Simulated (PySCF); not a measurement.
C5H12N2Si.
Numbering: `[CH2:1]=[CH:2][CH2:3][N:4]([SiH3:5])/[N:6]=[CH:7]/[CH3:8]` (hydrogens: H9, H10 on C1; H11 on C2; H12, H13 on C3; H14, H15, H16 on Si5; H17 on C7; H18, H19, H20 on C8)

The same species was optimised twice, with GFN2-xTB and with PBE0-D3(BJ)/def2-SVP (PySCF), and the same property calculations (PySCF, gas phase) were run on both structures.

```json
{"coordinate": "N4–Si5 (Å)", "GFN2-xTB": "1.741", "PBE0-D3(BJ)/def2-SVP": "1.766", "change": "+0.025"}
{"coordinate": "C1=C2 (Å)", "GFN2-xTB": "1.319", "PBE0-D3(BJ)/def2-SVP": "1.333", "change": "+0.014"}
{"coordinate": "N6=C7 (Å)", "GFN2-xTB": "1.263", "PBE0-D3(BJ)/def2-SVP": "1.277", "change": "+0.014"}
{"coordinate": "N4–N6 (Å)", "GFN2-xTB": "1.347", "PBE0-D3(BJ)/def2-SVP": "1.350", "change": "+0.003"}
{"coordinate": "C2–C3 (Å)", "GFN2-xTB": "1.498", "PBE0-D3(BJ)/def2-SVP": "1.499", "change": "+0.001"}
{"coordinate": "C3–N4 (Å)", "GFN2-xTB": "1.456", "PBE0-D3(BJ)/def2-SVP": "1.456", "change": "0.000"}
{"coordinate": "C7–C8 (Å)", "GFN2-xTB": "1.489", "PBE0-D3(BJ)/def2-SVP": "1.489", "change": "0.000"}
{"coordinate": "C3–N4–N6 (°)", "GFN2-xTB": "111.3", "PBE0-D3(BJ)/def2-SVP": "113.3", "change": "+2.0"}
{"coordinate": "Si5–N4–N6 (°)", "GFN2-xTB": "126.8", "PBE0-D3(BJ)/def2-SVP": "124.9", "change": "-1.9"}
{"coordinate": "N4–N6–C7 (°)", "GFN2-xTB": "122.8", "PBE0-D3(BJ)/def2-SVP": "121.1", "change": "-1.7"}
{"coordinate": "C2–C3–N4 (°)", "GFN2-xTB": "111.3", "PBE0-D3(BJ)/def2-SVP": "112.7", "change": "+1.4"}
{"coordinate": "N6–C7–C8 (°)", "GFN2-xTB": "119.8", "PBE0-D3(BJ)/def2-SVP": "120.8", "change": "+1.0"}
{"coordinate": "C1–C2–C3 (°)", "GFN2-xTB": "124.5", "PBE0-D3(BJ)/def2-SVP": "124.7", "change": "+0.2"}
{"coordinate": "C3–N4–Si5 (°)", "GFN2-xTB": "121.3", "PBE0-D3(BJ)/def2-SVP": "121.1", "change": "-0.2"}
{"coordinate": "C1–C2–C3–N4 (°)", "GFN2-xTB": "-123", "PBE0-D3(BJ)/def2-SVP": "-123", "change": "0"}
{"coordinate": "C2–C3–N4–Si5 (°)", "GFN2-xTB": "79", "PBE0-D3(BJ)/def2-SVP": "80", "change": "+1"}
{"coordinate": "C3–N4–N6–C7 (°)", "GFN2-xTB": "171", "PBE0-D3(BJ)/def2-SVP": "171", "change": "0"}
```

Rotational constants: A = 2496, B = 993.3, C = 778.8 MHz (GFN2-xTB) against A = 2507, B = 971.9, C = 768.3 MHz (PBE0-D3(BJ)/def2-SVP). Point groups within 0.08 Å: C1 and C1.

On the GFN2-xTB structure: HOMO (eV) -6.14 [PBE0/pcSseg-1]; LUMO (eV) 0.11 [PBE0/pcSseg-1]; dipole (D) 0.88 [PBE0/pcSseg-1]; GIAO shielding of C1 (ppm) 66.3 [PBE0/pcSseg-1]; GIAO shielding of C2 (ppm) 39.5 [PBE0/pcSseg-1]; GIAO shielding of C3 (ppm) 119.9 [PBE0/pcSseg-1]; GIAO shielding of N4 (ppm) 145.4 [PBE0/pcSseg-1]; GIAO shielding of Si5 (ppm) 417.4 [PBE0/pcSseg-1]; GIAO shielding of N6 (ppm) -122.8 [PBE0/pcSseg-1]; GIAO shielding of C7 (ppm) 55.6 [PBE0/pcSseg-1]; GIAO shielding of C8 (ppm) 163.3 [PBE0/pcSseg-1].

**Question.** What do these properties become on the PBE0-D3(BJ)/def2-SVP structure?

**Answer.** 
```csv
property,level,on GFN2-xTB,on PBE0-D3(BJ)/def2-SVP,change
HOMO (eV),PBE0/pcSseg-1,-6.14,-6.16,-0.02
LUMO (eV),PBE0/pcSseg-1,0.11,-0.01,-0.12
dipole (D),PBE0/pcSseg-1,0.88,0.78,-0.10
"energy, GFN2-xTB geometry as zero (kcal/mol)",PBE0/pcSseg-1,0.0,-1.5,-1.5
GIAO shielding of C1 (ppm),PBE0/pcSseg-1,66.3,62.0,-4.3
GIAO shielding of C2 (ppm),PBE0/pcSseg-1,39.5,36.9,-2.6
GIAO shielding of C3 (ppm),PBE0/pcSseg-1,119.9,120.8,+0.9
GIAO shielding of N4 (ppm),PBE0/pcSseg-1,145.4,140.1,-5.3
GIAO shielding of Si5 (ppm),PBE0/pcSseg-1,417.4,414.2,-3.2
GIAO shielding of N6 (ppm),PBE0/pcSseg-1,-122.8,-129.1,-6.3
GIAO shielding of C7 (ppm),PBE0/pcSseg-1,55.6,51.7,-3.9
GIAO shielding of C8 (ppm),PBE0/pcSseg-1,163.3,162.3,-1.0
```

The heavy atoms differ by 0.046 Å rms after alignment. Among bonds between heavy atoms N4–Si5 changes most (+0.025 Å). Changes are differences of the printed values. Neither structure is proved a minimum here.

Conformer computed: `[CH2:1]=[CH:2][CH2:3][N:4]([SiH3:5])/[N:6]=[CH:7]/[CH3:8]`: C1–C2–C3–N4 -123°, C2–C3–N4–Si5 80°, C3–N4–N6–C7 171°.
